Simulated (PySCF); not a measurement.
**Computed properties of C₃H₁₄Si₃, SMILES [SiH3][SiH2][C@@H](C[SiH3])C**

C₃H₁₄Si₃, SMILES [C@@H]([SiH2][SiH3])(C)C[SiH3]. Geometry: PBE0-D3(BJ)/def2-SVP. The structure was generated by enumeration; whether it is a known compound was not checked. Other conformers were not sampled. All values are computed for the isolated molecule unless a solvent is named; none is compared with measurement here.

**Structure.** All 54 harmonic modes at PBE0-D3(BJ)/def2-SVP (PySCF) are real, so it is a minimum. With heavy atoms numbered as in [CH3:1][C@H:2]([CH2:3][SiH3:4])[SiH2:5][SiH3:6], the shortest bond between them is C1–C2 at 1.529 Å and the longest Si5–Si6 at 2.347 Å.

**Vibrations.** The strongest infrared lines (harmonic, unscaled, degenerate partners summed) lie at 768 cm⁻¹ (330 km/mol, H 84 %, Si 14 %), 2223 cm⁻¹ (198 km/mol, H 96 %), 924 cm⁻¹ (141 km/mol, H 93 %). The softest mode is at 39 cm⁻¹ and the zero-point energy is 94.3 kcal/mol.

**Electronic structure.** PBE0/def2-TZVP (PySCF) places the frontier levels at -7.94 and 0.05 eV, a gap of 7.99 eV, and gives a dipole moment of 1.17 D. PBE/def2-TZVP (PySCF) at the same geometry gives -6.81 and -0.78 eV, so its gap is 1.96 eV narrower. An orbital gap is neither the optical nor the fundamental gap.

**Excitations.** TDA-ωB97X/def2-SVPD (PySCF) has S1 at 7.37 eV (168 nm, f = 0.027, weak); the most intense of the 6 singlets computed lies at 8.26 eV (f = 0.33). T1 (TDA) is at 6.49 eV, 0.88 eV under S1. TDA-PBE/def2-SVPD (PySCF) puts S1 at 6.34 eV. No vertical singlet excitation falls in the visible range (under 3.1 eV).

**NMR.** GIAO shifts at PBE0/pcSseg-1 (PySCF) (non-relativistic, atoms alike by connectivity averaged): ¹³C from 18.8 to 27.6 ppm against TMS; ¹H from 1.1 to 4.2 ppm against TMS; ²⁹Si from -107.7 to -59.3 ppm against TMS.

**Solvation.** SMD-PBE0/6-31G* (PySCF) gives 4.0 kcal/mol in water, -2.4 kcal/mol in 2-propanol, -2.4 kcal/mol in benzene (1 M in both phases, gas-phase geometry).
